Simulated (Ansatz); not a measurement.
Bond stretch in Al2(mu-Me)2(Me)4, C₆H₁₈Al₂, singlet. The C7–H26 bond (C7 also carries Al, H, H; H26 carries nothing else) is stretched with both fragments frozen at the PBE0/def2-SVP optimised geometry.

Levels of theory: UKS-PBE0 = Ansatz (a program for electronic structure) with unrestricted PBE0/def2-SVP; RKS-PBE0 = restricted PBE0/def2-SVP (Ansatz); UKS-B3LYP = Ansatz with unrestricted B3LYP/def2-SVP; RKS-B3LYP = restricted B3LYP/def2-SVP (Ansatz); UKS-PBE = Ansatz with unrestricted PBE/def2-SVP; RKS-PBE = restricted PBE/def2-SVP run with Ansatz.

Scanned distances (Å): 0.91, 0.98, 1.03, 1.07, 1.10, 1.14, 1.17, 1.25, 1.35, 1.44, 1.62, 1.79, 2.06, 2.33, 2.73, 3.21.

Q: Where does the unrestricted solution first break spin symmetry (<S²> of 0.01 or more)?

A: UKS-PBE0: between 1.79 and 2.06 Å; UKS-B3LYP: between 1.79 and 2.06 Å; UKS-PBE: between 2.06 and 2.33 Å.

```
R / Å  <S²> UKS-PBE0  E(RKS-PBE0) − E(UKS-PBE0) / kcal/mol  <S²> UKS-B3LYP  E(RKS-B3LYP) − E(UKS-B3LYP) / kcal/mol  <S²> UKS-PBE  E(RKS-PBE) − E(UKS-PBE) / kcal/mol
-----  -------------  ------------------------------------  --------------  --------------------------------------  ------------  ----------------------------------
0.91            0.00                                   0.0            0.00                                     0.0          0.00                                 0.0
0.98            0.00                                   0.0            0.00                                     0.0          0.00                                 0.0
1.03            0.00                                   0.0            0.00                                     0.0          0.00                                 0.0
1.07            0.00                                   0.0            0.00                                     0.0          0.00                                 0.0
1.10            0.00                                   0.0            0.00                                     0.0          0.00                                 0.0
1.14            0.00                                   0.0            0.00                                     0.0          0.00                                 0.0
1.17            0.00                                   0.0            0.00                                     0.0          0.00                                 0.0
1.25            0.00                                   0.0            0.00                                     0.0          0.00                                 0.0
1.35            0.00                                   0.0            0.00                                     0.0          0.00                                 0.0
1.44            0.00                                   0.0            0.00                                     0.0          0.00                                 0.0
1.62            0.00                                   0.0            0.00                                     0.0          0.00                                 0.0
1.79            0.00                                   0.0            0.00                                     0.0          0.00                                 0.0
2.06            0.14                                   0.2            0.05                                     0.0          0.00                                 0.0
2.33            0.61                                   6.4            0.50                                     4.1          0.31                                 0.8
2.73            0.89                                  20.3            0.83                                    15.3          0.79                                 8.7
3.21            0.98                                  34.7            0.96                                    27.8          0.96                                18.9
```
